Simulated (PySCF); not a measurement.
**Question.** What does the PBE0-D3(BJ)/def2-SVP structure of `C[C+]1CC[C@@H](C(F)(F)F)C1` look like in three dimensions? (Charge +1.)

**Answer.** 
```
atom  x, y, z in Å
C1    -2.3219    0.2330    1.2719
C2    -1.1549    0.0552    0.4267
C3    -1.1139    0.3141   -1.0069
C4     0.3617    0.3520   -1.4020
C5     1.0166   -0.5697   -0.3666
C6     2.4835   -0.2701   -0.1161
F7     2.6257    0.9795    0.3466
F8     3.1849   -0.3853   -1.2313
F9     2.9766   -1.1006    0.7960
C10    0.1630   -0.3611    0.8891
H11   -2.2718    1.2981    1.5938
H12   -2.3058   -0.3772    2.1847
H13   -3.2675    0.1423    0.7178
H14   -1.5844   -0.6331   -1.3816
H15   -1.7880    1.1105   -1.3613
H16    0.7463    1.3791   -1.2965
H17    0.5373    0.0351   -2.4371
H18    0.9586   -1.6236   -0.6842
H19    0.5165    0.5643    1.4146
H20    0.1653   -1.1397    1.6684
```

Any rigid rotation of these coordinates is as good. Atoms count from 1 in this order. The 7 C–C bonds span 1.452 Å (C1–C2, drawn single) to 1.533 Å (C4–C5, drawn single), a spread of 0.081 Å. The 5-membered ring C2–C3–C4–C5–C10 has internal angles of 102.9° to 109.7°; it is puckered, 0.15 Å rms from its mean plane, widest ring torsion 33°. Of the pairs four or more bonds apart, F7···H19 is among the closest relative to their van der Waals radii: 2.40 Å, 90 % of the sum of Bondi's values. C2 (formal carbocation centre) is planar (angles 125.2°, 125.0° and 109.7°, sum 360.0°, 0.02 Å off the plane of its three neighbours).

Bonds between heavy atoms (Å): C1–C2 1.452, C2–C3 1.457, C3–C4 1.528, C4–C5 1.533, C5–C6 1.518, C6–F7 1.340, C6–F8 1.322, C6–F9 1.328, C5–C10 1.533, C2–C10 1.457.

Computed, not measured: PySCF, PBE0-D3(BJ)/def2-SVP geometry optimisation, gas phase.

Point group: C1 (no symmetry element, even within 0.4 Å). Whether it is a minimum is left open (no frequencies). Torsions: C1–C2–C3–C4 165°, C2–C3–C4–C5 28°, C3–C4–C5–C6 -155°, C4–C5–C10–C2 26°.

The run took about 6 min of CPU time (one thread, shared machine). These figures are those of the optimisation.

One conformer stands for the species.
